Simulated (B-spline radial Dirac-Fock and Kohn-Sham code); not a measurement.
Electron momentum distribution of Tm: Compton profiles

System: neutral thulium in the configuration [Xe] 4f14 6s1 (not the ground configuration).

These are calculated numbers from a radial finite-basis atomic code; the model is the impulse approximation on relativistic Hartree-Fock (Dirac-Fock) wave functions, averaged over the configuration. pz is in atomic units of momentum; subshell profiles are per electron, for a selection of subshells; open shells are spread over both j values by their weights.

| pz | J total | J 2p3/2 | J 4s1/2 | J 4p1/2 | J 6s1/2 |
| --- | --- | --- | --- | --- | --- |
| 0.2 | 9.144 | 0.0211 | 0.185 | 0.118 | 1.05 |
| 0.3 | 8.429 | 0.0211 | 0.184 | 0.118 | 0.419 |
| 0.4 | 8.022 | 0.0211 | 0.181 | 0.118 | 0.136 |
| 0.5 | 7.774 | 0.0211 | 0.178 | 0.118 | 0.0542 |
| 0.6 | 7.552 | 0.0211 | 0.175 | 0.118 | 0.0417 |
| 0.8 | 7.031 | 0.0211 | 0.166 | 0.118 | 0.0384 |
| 1 | 6.440 | 0.0211 | 0.156 | 0.117 | 0.0262 |
| 1.2 | 5.872 | 0.0211 | 0.144 | 0.116 | 0.0147 |
| 1.4 | 5.385 | 0.0211 | 0.131 | 0.115 | 0.00752 |
| 1.6 | 4.991 | 0.0211 | 0.118 | 0.112 | 0.00378 |
| 1.8 | 4.681 | 0.0211 | 0.105 | 0.109 | 0.00208 |
| 2 | 4.432 | 0.0211 | 0.0917 | 0.106 | 0.00143 |
| 2.5 | 3.951 | 0.0211 | 0.0632 | 0.0934 | 0.00122 |
| 3 | 3.526 | 0.0211 | 0.0420 | 0.0782 | 0.00110 |
| 4 | 2.697 | 0.0211 | 0.0210 | 0.0467 | 0.000483 |
| 5 | 2.007 | 0.0210 | 0.0172 | 0.0236 | 0.000158 |
| 7 | 1.198 | 0.0207 | 0.0149 | 0.00762 | 9.64e-05 |
| 10 | 0.6989 | 0.0196 | 0.00475 | 0.00646 | 3.84e-05 |
| 15 | 0.3418 | 0.0162 | 0.00156 | 0.00182 | 8.39e-06 |
| 20 | 0.1853 | 0.0118 | 0.00111 | 0.000440 | 6.34e-06 |
| 30 | 0.06847 | 0.00496 | 0.000137 | 0.000335 | < 1e-6 |
| 40 | 0.03114 | 0.00184 | 4.82e-05 | 0.000168 | < 1e-6 |
| 60 | 0.009521 | 0.000271 | 3.55e-05 | 3.05e-05 | < 1e-6 |
| 100 | 0.001747 | 1.31e-05 | 7.43e-06 | 2.03e-06 | < 1e-6 |

Question: What is the peak value J(0), and which subshell contributes most to it?

Answer: J(0) = 10.48. The 6s1/2 subshell gives the largest part, 22 %.

Mean momentum ⟨p⟩ by subshell (a.u.): 1s1/2 69.5, 2s1/2 24.8, 2p1/2 32.9, 2p3/2 29.6, 3s1/2 12.5, 3p1/2 14.9, 3p3/2 14.0, 3d3/2 16.8, 3d5/2 16.4, 4s1/2 6.29, 4p1/2 7.04, 4p3/2 6.62, 4d3/2 7.16, 4d5/2 7.01, 4f5/2 6.12, 4f7/2 5.96, 5s1/2 2.21, 5p1/2 2.25, 5p3/2 2.04, 6s1/2 0.396.
